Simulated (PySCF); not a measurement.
## Bond curve of RbB⁺

Set-up: Rb def2-SVPD with ECP28, B def2-SVPD; scalar-relativistic core potentials (PySCF 2.14). Energies in eV from Rb⁺ + B in their ground configurations at the same level. All curves are PBE0. state 1: ²Σ⁺ (doublet), unpaired electrons σ ↑; state 2: ²Π (doublet), unpaired electrons π ↑, a second solution, started from another occupation; state 3: ⁴Π (quartet), unpaired electrons σ ↑↑, π ↑, a second solution, started from another occupation.

| R (Å) | state 1 | state 2 | state 3 |
| --- | --- | --- | --- |
| 3.080 | -0.1853 | 0.0348 | 3.0127 |
| 3.224 | -0.2530 | -0.0004 | 2.9530 |
| 3.367 | -0.2878 | -0.0192 | 2.9176 |
| 3.474 | -0.2993 | -0.0263 | 2.9022 |
| 3.582 | -0.3021 | -0.0295 | 2.8938 |
| 3.689 | -0.2988 | -0.0302 | 2.8905 |
| 3.833 | -0.2881 | -0.0287 | 2.8917 |
| 4.012 | -0.2686 | -0.0249 | 2.8991 |
| 4.227 | -0.2416 | -0.0195 | 2.9123 |
| 4.513 | -0.2051 | -0.0129 | 2.9325 |

Task: Put a parabola through the three lowest points of the state 1 curve and estimate Re, k and ωe (reduced mass 9.746 u; 1 eV/Å² = 0.16022 mdyn/Å; ωe = 1302.8·√(k/μ) cm⁻¹).

Result: Through R = 3.474, 3.582, 3.689 Å the second-order coefficient is 0.264 eV/Å², so Re ≈ 3.577 Å, k ≈ 0.0846 mdyn/Å and ωe ≈ 121 cm⁻¹. A polynomial fit of higher order to the unrounded PBE0 energies gives Re = 3.572 Å, k = 0.0874 mdyn/Å, ωe = 123 cm⁻¹; anharmonicity and rounding make the difference.

The higher-order fit for each curve: state 1: Re = 3.572 Å, ωe = 123 cm⁻¹, De = 0.302 eV; state 2: Re = 3.673 Å, ωe = 64.6 cm⁻¹, minimum 0.030 eV below the ground-state fragments; state 3: Re = 3.727 Å, ωe = 89.5 cm⁻¹, minimum 2.89 eV above the ground-state fragments.

The bond is weak. Basis-set superposition, not corrected here, can be much of De in a small basis, most of all at correlated wavefunction levels. Spin–orbit coupling is left out. For an ion De counts to the pair picked by the measured ionisation energies or electron affinities, which need not be the lowest pair at this level. The state is the lowest determinant that a PBE0 search found; another state may lie lower at other levels.
